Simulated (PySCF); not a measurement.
Relaxation of singlet TeSCl2

Computed with PySCF, PBE0, basis Te def2-TZVP with ECP28, S def2-TZVP, Cl def2-TZVP (scalar-relativistic core potentials, no spin–orbit coupling, density fitting). A (50,194) grid was used.

A hand-made T-shaped (ligand arrangement 1) start, of Cs symmetry, held to at least that symmetry:

```xyz
4
charge 0 multiplicity 1, angstrom
Te   -0.0483    0.0000   -0.3775
S    -2.2669    0.0000   -0.3000
Cl   -0.0483    0.0000    1.9725
Cl    2.3003    0.0000   -0.2955
```

What forces act on the atoms at the start (eV/Å)?


```tsv
atom	Fx	Fy	Fz
Te1	-1.63	0.00	0.08
S2	-1.13	0.00	-0.38
Cl3	0.53	0.00	0.09
Cl4	2.23	0.00	0.22
```

What does it relax to?

It ends at Cs with Te–Cl 2.325 Å, Te–Cl 2.584 Å, Te–S 2.238 Å; Cl–Te–Cl 87.0°, Cl–Te–S 98.1°, Cl–Te–S 174.9°. A frequency run shows 1 imaginary mode, down to 185i cm⁻¹, so it is a saddle point. Other isomers or separated fragments may lie lower.

How much energy is released, and in how many steps?

29.9 kJ/mol in 7 steps.

The relaxation took of the order of 4 core-minutes on a shared host.
